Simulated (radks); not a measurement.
Valence configurations of N I (all share [He]). Calculated with a radial shooting solver on a logarithmic mesh with Libxc functionals: scalar-relativistic Kohn-Sham, PBE, spin-polarised, spherical densities, finite nucleus; open shells are filled with parallel spins first; Fermi nuclear charge, rms radius 2.5582 fm. Energies are relative to 2s2 2p3; eigenvalues in eV for spin up.

| valence | E (eV) | moment (Bohr magnetons) | e(2p) | e(2s) |
|---|---|---|---|---|
| 2s2 2p3 | 0.000 | 3 | -8.299 | -19.877 |
| 2s1.5 2p3.5 | 5.566 | 3 | -8.717 | -20.361 |
| 2s1 2p4 | 11.101 | 3 | -9.141 | -20.849 |
| 2p5 | 25.791 | 1 | -8.563 | - |

NIST lists [He] 2s2 2p3 as the ground configuration; this level of theory agrees among the configurations tried. The energies are those of spherical high-spin densities, not of single terms.
